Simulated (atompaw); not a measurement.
# potassium (K) PAW (atompaw): all-electron and pseudo phase curves

```json
{
  "Element": "K",
  "Generator": "atompaw 4.2.0.5",
  "Type": "PAW",
  "Functional": "PBE",
  "Relativity": "scalar-relativistic",
  "Frozen core": "[Ne]",
  "Valence charge": "9",
  "Reference configuration": "3s2 3p6 4s0.75 4p0.25",
  "Partial waves": "3s (bound): rc 1.90 bohr; 4s (bound): rc 2.55 bohr; 3p (bound): rc 1.80 bohr; 4p (bound): rc 2.45 bohr; 3d channel at 0.15 Ry: rc 2.55 bohr; 4f channel at -0.15 Ry: rc 2.35 bohr",
  "Local potential": "ultrasoft scheme with l = 4 at 0 Ry, radius 1.75 bohr",
  "Core correction": "smooth core density matched at 1.40 bohr",
  "Augmentation charge": "sinc compensation charge, radius 2.10 bohr; PAW radius 2.55 bohr; waves and projectors: custom polynom2 7 10 vanderbiltortho"
}
```

The phase is arctan(r·u′/u) with u = r·R(r), unwrapped; energies in Ry, scanned from -5 to 5 Ry. A pole is an energy at which the radial function vanishes at the test radius. The pseudo phase is shifted by a multiple of π to meet the all-electron one at the reference energy, and phase errors are pseudo minus all-electron; the curves can meet again beyond the range given. Levels narrower than the energy grid can be missing from the lists of poles.

```csv
channel,radius (bohr),reference energy (Ry),"poles, all-electron","poles, pseudo",unbroken range about the reference energy with phases within 0.05 rad,phase error 1 Ry above the reference energy (rad)
s,2.56,-0.18,"-2.48, 4.10","-2.48, 2.27",below 0.5,-0.182
p,2.56,-0.07,"-1.14, 4.95","-1.15, 1.30",below 0.5,-1.079
d,2.56,0.15,0.90,"1.09, 2.23",0.0 to 0.4,+0.045
f,2.56,-0.15,4.73,none,below 1.7,+0.004
```

Phases in the d channel:

| E (Ry) | all-electron | pseudo |
| --- | --- | --- |
| -5.00 | 1.398 | 1.431 |
| -4.76 | 1.394 | 1.428 |
| -4.52 | 1.389 | 1.425 |
| -4.28 | 1.384 | 1.422 |
| -4.04 | 1.379 | 1.418 |
| -3.80 | 1.373 | 1.414 |
| -3.56 | 1.366 | 1.409 |
| -3.32 | 1.359 | 1.404 |
| -3.08 | 1.351 | 1.398 |
| -2.84 | 1.342 | 1.392 |
| -2.60 | 1.332 | 1.384 |
| -2.36 | 1.320 | 1.375 |
| -2.12 | 1.306 | 1.365 |
| -1.88 | 1.290 | 1.351 |
| -1.64 | 1.270 | 1.335 |
| -1.40 | 1.245 | 1.314 |
| -1.16 | 1.212 | 1.286 |
| -0.92 | 1.167 | 1.245 |
| -0.68 | 1.099 | 1.182 |
| -0.44 | 0.984 | 1.070 |
| -0.20 | 0.747 | 0.825 |
| 0.04 | 0.130 | 0.152 |
| 0.28 | -0.846 | -0.822 |
| 0.52 | -1.308 | -1.235 |
| 0.76 | -1.502 | -1.407 |
| 1.00 | -1.612 | -1.520 |
| 1.24 | -1.692 | -1.800 |
| 1.48 | -1.760 | -4.553 |
| 1.72 | -1.831 | -4.649 |
| 1.96 | -1.915 | -4.686 |
| 2.20 | -2.027 | -4.710 |
| 2.44 | -2.201 | -4.727 |
| 2.68 | -2.506 | -4.740 |
| 2.92 | -3.037 | -4.751 |
| 3.16 | -3.649 | -4.761 |
| 3.40 | -4.046 | -4.769 |
| 3.64 | -4.262 | -4.776 |
| 3.88 | -4.389 | -4.783 |
| 4.12 | -4.472 | -4.789 |
| 4.36 | -4.530 | -4.795 |
| 4.60 | -4.574 | -4.800 |
| 4.84 | -4.609 | -4.805 |
